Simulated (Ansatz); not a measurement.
Dissociation curve of GaAl, lowest singlet found (which spin is the ground state isn't settled by this scan).

Method: full CI/aug-cc-pVDZ, cores with 3d frozen (Ansatz, an electronic-structure program).

Question: Relative to R = 3.09 Å, what are the energies at R = 2.73, 3.54, 4.84, 5.31 Å?

Answer: 2.3 kcal/mol at 2.73 Å, 3.7 kcal/mol at 3.54 Å, 16.6 kcal/mol at 4.84 Å, 18.6 kcal/mol at 5.31 Å.

The scan ran from 1.73 to 8.25 Å; beyond the distances shown full CI changes its symmetry label. Also computed but left out beside FCI, since their determinant holds another spin at the minimum (<S²> over 0.7 above the pure value): UMP2, UCCSD, UCCSD(T), UKS-BLYP, UKS-B3LYP/6-31G*.
